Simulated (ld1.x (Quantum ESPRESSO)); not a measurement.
What the settings do to the RRKJ potential of phosphorus (P)

Base potential:

```json
{"Element": "P (Z = 15)", "Generator": "ld1.x (Quantum ESPRESSO) 7.5", "Type": "norm-conserving RRKJ (Kleinman–Bylander form)", "Functional": "Wu–Cohen", "Relativity": "non-relativistic", "Frozen core": "[Ne]", "Valence charge": "5", "Reference configuration": "3s2 3p3", "Partial waves": "3s (bound): rc 1.75 bohr; 3p (bound): rc 1.40 bohr", "Local potential": "all-electron potential smoothed inside 1.05 bohr (lloc = -2)", "Core correction": "a·sin(br)/r model core, default radius (core density twice the valence density)", "rho0": "0.001"}
```

All-electron outer shells of the reference configuration (Wu–Cohen, non-relativistic, ld1.x):

```
shell  level (eV)  outermost node (bohr)  outermost maximum (bohr)
   2p     -124.50                      –                      0.36
   3s      -13.85                   0.66                      1.58
   3p       -5.49                   0.64                      1.83
```

Cutoffs, loose and tight: the cutoffs (Ry, on a coarse ladder) from which the occupation-weighted sum of valence levels, in a spherical-Bessel basis at the reference potential, stays within 10 and 1 mRy of its value at 400 Ry. They do not see the model core or the augmentation charge, which bear on the density cutoff. Test errors are all-electron minus pseudo excitation energies from the reference, over the configurations 3s2 3p2; 3s2 3p1; 3s2 3p0; 3s2 3p3.3; 3s0 3p5; 3s1 3p3; 3s1 3p4. A dash means not determined; rows that change the core or the reference have their own tests.

```tsv
change	outcome	cutoff, loose	cutoff, tight	bound ghosts	largest test error (meV)
base	generated	21 Ry	50 Ry	none	+65
all radii but the core radius scaled by about 0.93 (s 1.62, p 1.30 bohr); local potential all-electron potential smoothed inside 0.98 bohr (lloc = -2)	generated	55 Ry	70 Ry	none	+61
all radii but the core radius scaled by about 1.06 (s 1.86, p 1.48 bohr); local potential all-electron potential smoothed inside 1.12 bohr (lloc = -2)	generated	21 Ry	30 Ry	none	+70
all radii but the core radius scaled by about 1.16 (s 2.04, p 1.62 bohr); local potential all-electron potential smoothed inside 1.22 bohr (lloc = -2)	generated	25 Ry	40 Ry	none	+84
all radii but the core radius scaled by about 1.21 (s 2.12, p 1.70 bohr); local potential all-electron potential smoothed inside 1.28 bohr (lloc = -2)	generated	25 Ry	40 Ry	none	+90
all radii but the core radius scaled by about 1.29 (s 2.26, p 1.80 bohr); local potential all-electron potential smoothed inside 1.36 bohr (lloc = -2)	generated	25 Ry	35 Ry	none	+91
all radii but the core radius scaled by about 1.37 (s 2.40, p 1.92 bohr); local potential all-electron potential smoothed inside 1.44 bohr (lloc = -2)	generated	25 Ry	35 Ry	none	+86
```

Task: What comes out with this change to the base: all radii but the core radius scaled by about 0.76 (s 1.34, p 1.06 bohr); local potential all-electron potential smoothed inside 0.80 bohr (lloc = -2)?

Result: outcome: generated; cutoff, loose: 100 Ry; cutoff, tight: 160 Ry; bound ghosts: none; largest test error (meV): +104.

Task: What comes out with this change to the base: all radii but the core radius scaled by about 0.86 (s 1.50, p 1.20 bohr); local potential all-electron potential smoothed inside 0.90 bohr (lloc = -2)?

Result: outcome: generated; cutoff, loose: 70 Ry; cutoff, tight: 90 Ry; bound ghosts: none; largest test error (meV): +66.

Reading the sweep of the scale of all radii but the core radius (base = 1) (base included, trends over the rows without a ghost): The loose cutoff is not monotonic: lowest 21 Ry at 1, highest 100 Ry at 0.76. The median size of the test errors (rows with all tests solved) falls from 14.6 meV at 0.76 to 3.2 meV at 1.37, with one reversal. This runs against the usual rule that a larger radius transfers worse; these runs do not show why.
